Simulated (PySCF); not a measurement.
# Mayer bond orders and bond lengths

Species: C7H12OSi.
Atom-mapped SMILES: `[CH2:1]=[CH:2][CH2:3][C:4](=[C:5]=[O:6])[SiH2:7][CH2:8][CH3:9]` (hydrogens: H10, H11 on C1; H12 on C2; H13, H14 on C3; H15, H16 on Si7; H17, H18 on C8; H19, H20, H21 on C9)

Cartesian coordinates in Å at the GFN2-xTB level; atoms count from 1:
```
atom  x, y, z in Å
C1     2.0362    1.3827    1.2121
C2     1.9876    0.0773    1.0235
C3     2.0862   -0.5838   -0.3161
C4     0.8158   -1.3422   -0.6327
C5     0.6967   -2.6234   -0.5832
O6     0.4970   -3.7746   -0.5859
Si7   -0.7495   -0.3634   -1.0450
C8    -1.5971    0.2307    0.5539
C9    -2.8151    1.1080    0.2841
H10    2.1696    2.0677    0.3905
H11    1.9549    1.8247    2.1908
H12    1.8491   -0.5968    1.8589
H13    2.9294   -1.2801   -0.3155
H14    2.2583    0.1685   -1.0880
H15   -0.3030    0.7817   -1.8499
H16   -1.6663   -1.2026   -1.8221
H17   -0.8873    0.7868    1.1695
H18   -1.9060   -0.6340    1.1457
H19   -3.5497    0.5735   -0.3137
H20   -2.5265    2.0047   -0.2591
H21   -3.2892    1.4118    1.2158
```

Bond orders from the PBE0/pcSseg-1 density (PySCF). Geometry: GFN2-xTB, one conformer, isolated molecule.

Q: How far do the computed orders between heavy atoms stray from the drawn ones?

A: The largest departure is 0.251, at C4–C5 (drawn double, 1.749). Drawn single, order below 0.88: C4–Si7 (0.764).

Q: Give the Mayer order of every bond, beside its length.

A: 
| bond | drawn as | length (Å) | Mayer order |
| --- | --- | --- | --- |
| C1–C2 | double | 1.320 | 1.974 |
| C2–C3 | single | 1.497 | 1.018 |
| C3–C4 | single | 1.513 | 1.001 |
| C4–C5 | double | 1.288 | 1.749 |
| C5–O6 | double | 1.168 | 2.120 |
| C4–Si7 | single | 1.892 | 0.764 |
| Si7–C8 | single | 1.905 | 0.924 |
| C8–C9 | single | 1.525 | 1.054 |
| C1–H10 | single | 1.078 | 0.954 |
| C1–H11 | single | 1.077 | 0.954 |
| C2–H12 | single | 1.082 | 0.958 |
| C3–H13 | single | 1.093 | 0.946 |
| C3–H14 | single | 1.092 | 0.944 |
| Si7–H15 | single | 1.469 | 0.948 |
| Si7–H16 | single | 1.466 | 0.956 |
| C8–H17 | single | 1.092 | 0.936 |
| C8–H18 | single | 1.092 | 0.944 |
| C9–H19 | single | 1.088 | 0.967 |
| C9–H20 | single | 1.087 | 0.968 |
| C9–H21 | single | 1.089 | 0.966 |

By pair of heavy elements: C–C: lowest C3–C4 (1.001, 1.513 Å), highest C1–C2 (1.974, 1.320 Å); in 3 of the 10 pairs the longer bond (by over 0.003 Å) has the higher order (by 0.02 or more). C–Si: lowest C4–Si7 (0.764, 1.892 Å), highest Si7–C8 (0.924, 1.905 Å); in 1 of the 1 pairs the longer bond (by over 0.003 Å) has the higher order (by 0.02 or more).

Q: Sum the orders of all bonds at each heavy atom with more than one neighbour and set the sums beside the valence in the SMILES.

A: C1 3.882 (drawn 4), C2 3.950 (drawn 4), C3 3.909 (drawn 4), C4 3.514 (drawn 4), C5 3.869 (drawn 4), Si7 3.592 (drawn 4), C8 3.858 (drawn 4), C9 3.955 (drawn 4). Orders between atoms that aren't bonded are not in these sums.

For a closed shell the Mayer order of atoms A and B is Σ (PS)μν (PS)νμ over the basis functions μ on A and ν on B, with P the density and S the overlap matrix.

The run behind these numbers computed NMR shieldings as well. Time: 81 s; peak memory 0.99 GiB. Hardware: one thread of an Arm Neoverse N1, on a shared host.
